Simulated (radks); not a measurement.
Results of a calculation; reference values are marked as such.
Nd14+, 46 electrons, occupied as [Kr] 4d10. Code: a radial shooting solver on a logarithmic mesh with Libxc functionals. Model: Dirac Kohn-Sham, PBE, spin-unpolarised, spherical densities, finite nucleus; Fermi nuclear charge, rms radius 4.9123 fm.

Normalised radial functions P(r) = r R(r) (large component), r in bohr:

r           4s1/2    4d3/2
0.00156    0.1318   0.0000
0.001773   0.1458   0.0001
0.001999   0.1599   0.0001
0.002272   0.1762   0.0001
0.002582   0.1936   0.0001
0.002911   0.2108   0.0002
0.003309   0.2302   0.0003
0.003731   0.2490   0.0003
0.00424    0.2696   0.0005
0.004819   0.2902   0.0007
0.005434   0.3093   0.0009
0.006176   0.3286   0.0013
0.007019   0.3462   0.0017
0.007914   0.3600   0.0024
0.008995   0.3709   0.0033
0.01014    0.3761   0.0045
0.01153    0.3749   0.0063
0.0131     0.3648   0.0088
0.01477    0.3456   0.0119
0.01679    0.3129   0.0164
0.01893    0.2692   0.0222
0.02151    0.2075   0.0305
0.02445    0.1294   0.0416
0.02757    0.0418   0.0554
0.03133   -0.0651   0.0747
0.03561   -0.1822   0.0998
0.04015   -0.2954   0.1298
0.04563   -0.4114   0.1699
0.05145   -0.5057   0.2163
0.05848   -0.5779   0.2759
0.06646   -0.6066   0.3460
0.07494   -0.5817   0.4205
0.08517   -0.4904   0.5070
0.0968    -0.3288   0.5959
0.1091    -0.1194   0.6752
0.124      0.1480   0.7458
0.1399     0.4120   0.7883
0.159      0.6670   0.7950
0.1807     0.8461   0.7481
0.2037     0.9033   0.6450
0.2315     0.8146   0.4661
0.261      0.5826   0.2355
0.2967     0.1969  -0.0658
0.3372    -0.2790  -0.4005
0.3802    -0.7381  -0.7150
0.4321    -1.1611  -1.0147
0.4911    -1.4439  -1.2406
0.5537    -1.5438  -1.3591
0.6293    -1.4742  -1.3732
0.7096    -1.2783  -1.2867
0.8064    -0.9912  -1.1105
0.9166    -0.6905  -0.8830
1.033     -0.4442  -0.6584
1.175     -0.2470  -0.4400
1.335     -0.1204  -0.2653
1.505     -0.0537  -0.1486
1.711     -0.0193  -0.0704
1.929     -0.0063  -0.0305
2.192     -0.0015  -0.0106

4s1/2: eigenvalue -566.53 eV, 3 radial nodes at r = 0.0290, 0.116, 0.313 bohr, <r> = 0.595 bohr, 90 % of the charge inside 0.851 bohr. 4d3/2: eigenvalue -377.94 eV, 1 radial node at r = 0.289 bohr, <r> = 0.660 bohr, 90 % of the charge inside 0.978 bohr.
